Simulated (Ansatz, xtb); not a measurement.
# Relative energy of two structures of CH4BF3O

Structure I is a singlet given by its coordinates and structure II is `[OH2+][B-](F)(F)CF`, a singlet. Both are isolated molecules in the gas phase, relaxed with PBE0-D4/def2-SVP; the shapes shown needn't be the lowest conformers.

I (Å):

```xyz
10

C     0.0131   -1.0219    0.8078
B    -0.2836    1.0211   -0.8821
F    -1.1630    0.3411   -1.6432
F     0.6871    1.7110   -1.5227
F    -0.8148    1.6400    0.2027
O     0.6423   -0.2216   -0.1927
H     0.6810   -1.8480    1.0853
H    -0.8960   -1.4227    0.3453
H    -0.2554   -0.4150    1.6835
H     1.4724    0.1648    0.1188
```

Close contacts (Å): C1–O6 1.43, B2–F3 1.35, B2–F4 1.35, B2–F5 1.36, B2–O6 1.70, C1–H7 1.10, C1–H8 1.10, C1–H9 1.10, O6–H10 0.97.

II (Å):

```yaml
atoms:
  - { symbol: C, position_ang: [1.7972, -2.3969, -0.0488] }
  - { symbol: B, position_ang: [1.4845, -0.8175, -0.1415] }
  - { symbol: F, position_ang: [2.2621, 0.0015, 0.6046] }
  - { symbol: F, position_ang: [1.2055, -0.3319, -1.3929] }
  - { symbol: F, position_ang: [0.5699, -3.0931, -0.1903] }
  - { symbol: O, position_ang: [-0.0412, -0.7839, 0.5723] }
  - { symbol: H, position_ang: [-0.3413, -1.7004, 0.3831] }
  - { symbol: H, position_ang: [-0.5872, -0.1866, 0.0401] }
  - { symbol: H, position_ang: [2.4635, -2.7383, -0.8559] }
  - { symbol: H, position_ang: [2.2310, -2.7001, 0.9172] }
```

Quicker runs give these differences E(II) − E(I): GFN2-xTB +144.5 kJ/mol; HF/STO-3G +172.9 kJ/mol (at GFN2-xTB geometries); r2SCAN-D4/def2-SVP +155.8 kJ/mol (at GFN2-xTB geometries).

Q: Estimate E(II) − E(I) at the level CCSD(T)/def2-SVP + ΔMP2/def2-TZVPP.

A: Calculated at CCSD(T)/def2-SVP + ΔMP2/def2-TZVPP: E(II) − E(I) = +153.3 kJ/mol, so structure I lies lower.

How the difference moves with the method:

| level | geometry | E(II) − E(I) (kJ/mol) | departure from the last row (kJ/mol) | job, with rough time for the two |
| --- | --- | --- | --- | --- |
| GFN2-xTB | GFN2-xTB | +144.5 | −8.9 | optimisation, 0.17 s |
| HF/STO-3G | GFN2-xTB | +172.9 | +19.5 | single point, 0.28 s |
| r2SCAN-D4/def2-SVP | GFN2-xTB | +155.8 | +2.4 | single point, 4.1 s |
| PBE0-D4/def2-SVP | PBE0-D4/def2-SVP | +146.7 | −6.7 | optimisation, 46 s |
| HF/def2-SVP | PBE0-D4/def2-SVP | +176.1 | +22.7 | part of the CCSD(T) run |
| MP2/def2-SVP | PBE0-D4/def2-SVP | +163.6 | +10.2 | part of the CCSD(T) run |
| CCSD(T)/def2-SVP | PBE0-D4/def2-SVP | +160.5 | +7.1 | single point |
| CCSD(T)/def2-SVP + ΔMP2/def2-TZVPP | PBE0-D4/def2-SVP | +153.3 |  | single point, 47 s |

None of the levels shown reverses the order. The largest departure from CCSD(T)/def2-SVP + ΔMP2/def2-TZVPP is that of HF/def2-SVP, 22.7 kJ/mol. The last row adds to CCSD(T) the change of the MP2 difference between the two basis sets, here −7.1 kJ/mol.

With harmonic frequencies from PBE0-D4/def2-SVP (ideal gas, rigid rotor, one conformer each, 298.15 K, 1 atm): the zero-point term adds −1.4 kJ/mol; ΔH is +151.2 and ΔG +154.4 kJ/mol.

The correlated steps freeze 6 core orbitals. Run with Ansatz 0.2.0, xtb 6.7.1; the last row on 2 threads of Arm Neoverse V2 on a shared host.
